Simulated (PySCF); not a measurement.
C3H7FSi. Atoms are numbered in the order given.

```xyz
12

F     -2.1269    -0.1581     0.0000
C     -0.8508     0.3706     0.0000
C      0.0157    -0.0843    -1.1911
Si     1.4918    -0.0100     0.0000
C      0.0157    -0.0843     1.1911
H     -0.9531     1.4711     0.0000
H     -0.0672     0.5034    -2.1151
H     -0.2174    -1.1400    -1.4104
H      2.4691    -1.1339     0.0000
H      2.2259     1.2871     0.0000
H     -0.0672     0.5034     2.1151
H     -0.2174    -1.1400     1.4104
```

Geometry: ωB97X-D3(BJ)/def2-SVP. This is a generated structure with no PubChem entry under its InChIKey; it may be hypothetical.

Level of theory: PySCF with ωB97X-D3(BJ)/def2-SVP.

Frequencies are harmonic and unscaled.

**Question.** Give all harmonic wavenumbers and intensities. (An estimate is asked for; the answer gives what the named calculation found.)

**Answer.** 
```tsv
mode	ν (cm⁻¹)	IR (km/mol)	Raman (Å⁴/amu)	depolarisation	moving atoms (share of kinetic energy)
1	137	3.1	0.3	0.59	C 34 %, H 33 %, F 22 %, Si 10 %
2	372	1.7	0.1	0.75	F 38 %, C 38 %, H 20 %
3	421	13.5	3.4	0.27	H 37 %, Si 26 %, F 26 %, C 11 %
4	458	2.0	0.2	0.61	H 55 %, C 33 %, F 12 %
5	512	0.1	5.8	0.75	H 95 %
6	523	17.5	4.7	0.35	H 55 %, Si 25 %, C 11 %, F 9 %
7	674	3.8	18.2	0.75	C 47 %, H 40 %, Si 13 %
8	726	3.3	7.2	0.11	C 42 %, H 34 %, Si 16 %
9	760	27.6	4.7	0.75	H 75 %, C 18 %
10	812	96.1	6.2	0.75	H 76 %, Si 12 %, C 12 %
11	888	40.8	4.7	0.47	H 59 %, C 34 %
12	913	19.8	20.0	0.13	C 65 %, H 29 %
13	975	136.6	9.6	0.73	H 91 %
14	977	0.5	3.9	0.75	H 94 %
15	1070	14.4	6.9	0.18	H 47 %, C 36 %, F 16 %
16	1090	36.9	2.4	0.75	C 66 %, H 34 %
17	1120	4.3	1.0	0.75	H 68 %, C 31 %
18	1183	147.7	5.2	0.63	C 46 %, H 40 %, F 13 %
19	1217	3.5	3.1	0.67	H 58 %, C 41 %
20	1331	10.1	1.4	0.75	H 69 %, C 31 %
21	1393	28.8	12.8	0.75	H 83 %, C 16 %
22	1418	16.1	7.3	0.75	H 89 %, C 11 %
23	1458	14.4	7.0	0.74	H 81 %, C 18 %
24	2263	115.0	151.5	0.16	H 97 %
25	2268	127.9	118.1	0.37	H 96 %
26	3080	28.0	115.5	0.24	H 92 %, C 8 %
27	3100	3.0	10.1	0.75	H 94 %
28	3104	4.2	157.2	0.11	H 94 %
29	3189	8.2	74.5	0.75	H 90 %, C 10 %
30	3189	3.6	102.1	0.46	H 90 %, C 10 %
```
